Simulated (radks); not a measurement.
The numbers below are computed, except where a source is named.
Spherical quantum dot in the effective-mass picture: electrons in a hard-walled sphere of radius 1.59, with a point charge +1 (a donor) at the centre, all in effective atomic units (hartree* = m*/eps^2 hartree, bohr* = eps/m* bohr), one dielectric constant everywhere. Level of theory: non-relativistic Kohn-Sham, PBE, spin-polarised, spherical densities (a radial shooting solver with Libxc functionals). Levels are named by radial order and angular momentum (1s, 1p, 1d, 2s, ...), and open shells are averaged over m. Results are scaled to m* = 0.092 and eps = 18, for which hartree* = 7.727 meV and bohr* = 10.35 nm.

N = 17, configuration 1s2 1p6 1d(up 5, down 4). This is the lowest configuration that the search found. Occupied and some empty levels:

| level | occupation | eigenvalue (meV) | <r> (nm) |
|---|---|---|---|
| 1s up | 1 | 118.08 | 9.078 |
| 1s down | 1 | 118.32 | 9.058 |
| 1p up | 3 | 130.92 | 10.45 |
| 1p down | 3 | 131.21 | 10.44 |
| 1d up | 5 | 148.10 | 11.16 |
| 1d down | 4 | 148.41 | 11.16 |
| 2s up | 0 | 158.72 | 7.624 |
| 2s down | 0 | 158.84 | 7.632 |
| 1f up | 0 | 169.75 | 11.66 |
| 1f down | 0 | 170.08 | 11.66 |
| 2p up | 0 | 192.42 | 8.617 |
| 2p down | 0 | 192.60 | 8.616 |

Energy (meV): total 1411.73, kinetic 690.91, external -138.75, Hartree 982.81, exchange-correlation -123.24.

Electron density:

| r (nm) | n(r) (e/nm^3) |
|---|---|
| 0.438 | 0.0007289 |
| 1.67 | 0.0006462 |
| 2.90 | 0.0006693 |
| 4.13 | 0.0007928 |
| 5.36 | 0.001010 |
| 6.60 | 0.001295 |
| 7.83 | 0.001590 |
| 9.06 | 0.001805 |
| 10.3 | 0.001838 |
| 11.5 | 0.001614 |
| 12.8 | 0.001149 |
| 14.0 | 0.0005862 |
| 15.2 | 0.0001553 |
| 16.4 | 1.873e-07 |
